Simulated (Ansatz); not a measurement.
Geometry optimisation, RKS PBE-D4/def2-SVP in Ansatz.

input.yaml

```yaml
crystal:
  periodic: [false, false, false]
  atoms:
    - { symbol: Ge, position_ang: [-0.400128, 0.0, -0.393721] }
    - { symbol: Cl, position_ang: [0.166976, 0.0, 2.988256] }
    - { symbol: H, position_ang: [0.947646, 0.0, 0.31367] }
    - { symbol: F, position_ang: [-0.605847, 1.39482, -1.405854] }
    - { symbol: F, position_ang: [-0.605847, -1.39482, -1.405854] }
    - { symbol: F, position_ang: [-1.791643, 0.0, 0.607284] }
    - { symbol: H, position_ang: [-1.116257, 0.0, 2.613019] }
basis:
  gaussian: { orbitals: def2-SVP }
hamiltonian:
  xc: pbe
  dispersion: d4
relax:
  f_tol: 0.03
  max_steps: 50
output:
  orbitals: {}
```

Run as:

```bash
$ ansatz run input.yaml --threads 2 --pin off --max-ram 3072MiB --backend cpu --events-out ev --progress --plain --runs-dir out
```

**Question.** Where does it end, and by what steps?

**Answer.** It converged. After 6 steps the energy has fallen by 0.079 eV; Cl2 moved furthest, 0.27 Å.

```csv
step,energy less start (eV),largest force component (eV/Å),accepted
0,0.0000,0.917,yes
1,-0.0484,0.871,yes
2,-0.0708,0.292,yes
3,-0.0718,0.336,yes
4,-0.0775,0.226,yes
5,-0.0791,0.042,yes
6,-0.0793,0.003,yes
```

```xyz
7
Properties=species:S:1:pos:R:3
Ge -0.389 0.000 -0.448
Cl 0.056 0.000 3.229
H 0.967 0.000 0.257
F -0.644 1.393 -1.444
F -0.644 -1.393 -1.444
F -1.732 0.000 0.680
H -1.018 0.000 2.487
```

Whether the end is a true minimum wasn't checked by a vibrational analysis.

Time of the run: 12 s on 2 threads of Arm Neoverse V1 (shared host), peak memory 0.14 GiB.
